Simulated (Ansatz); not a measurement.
Spectroscopic constants of CoGe, multiplicity 4 (an upper state: multiplicity 2 came lower at PBE0/def2-TZVPP). No spin–orbit coupling. Co is treated without relativity. Ge is treated without relativity.

Seven points along R, fitted to fifth degree in 1/R; most abundant isotopes. Runs in def2 and cc sets follow the lowest solution found near the PBE0 minimum.

Run with Ansatz (an electronic-structure program) with Gaussian orbitals. Values without a source in brackets are computed.

| level | r_e (Å) | ω_e (cm⁻¹) | ω_e x_e (cm⁻¹) | dipole (D) |
|---|---|---|---|---|
| PBE/def2-TZVPP | 2.235 | ? | 0.84 | 1.67 |
| PBE0/def2-TZVPP | 2.310 | 257 | 0.89 | 2.09 |
| wB97X-V/def2-TZVPP | ? | ? | 0.82 | 2.72 |

Q: Some entries are withheld; supply them.

A: 
- wB97X-V/def2-TZVPP, r_e (Å): 2.315
- wB97X-V/def2-TZVPP, ω_e (cm⁻¹): 255
- PBE/def2-TZVPP, ω_e (cm⁻¹): 271
